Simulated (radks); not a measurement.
Values are calculated unless marked as measured or tabulated.
Initial-state core-level shifts of the lead ion Pb+ when its valence configuration changes from [Hg] 6p1. Code: a radial shooting solver on a logarithmic mesh with Libxc functionals. Model: Dirac Kohn-Sham, BLYP, spin-unpolarised, spherical densities, finite nucleus; open shells fill j = l - 1/2 first; Fermi nuclear charge, rms radius 5.5012 fm. Shifts are changes of the shell-averaged eigenvalues in eV (positive: less bound); the change of the density at the nucleus, which sets a Mossbauer isomer shift, is in e/bohr^3, on a base of 2.737e+06.

valence                          1s       3p       4s       4p  density at nucleus
[Xe] 4f13.5 5d10 6s2 6p1.5   -9.717  -11.605  -10.174   -9.841              +159.5
[Xe] 4f14 5d9.5 6s2 6p1.5    -2.725   -2.810   -2.776   -2.773               +46.7
[Xe] 4f13.5 5d10 6s1.5 6p2  -10.376  -12.262  -10.834  -10.500               +30.6
[Xe] 4f14 5d10 6s1 6p2       -1.345   -1.338   -1.343   -1.342              -245.9
[Xe] 4f13 5d9.5 6s2 6p2.5   -22.864  -26.756  -23.753  -23.071              +371.2
[Xe] 4f13.5 5d9.5 6s2 6p2   -12.496  -14.474  -13.001  -12.665              +208.6
[Xe] 4f14 5d10 6s1.5 6p1.5   -0.681   -0.677   -0.680   -0.679              -121.2
[Xe] 4f14 5d9 6s2 6p2        -5.464   -5.639   -5.566   -5.559               +95.1
[Xe] 4f13.5 5d8.5 6s2 6p3   -18.895  -21.014  -19.439  -19.092              +302.5
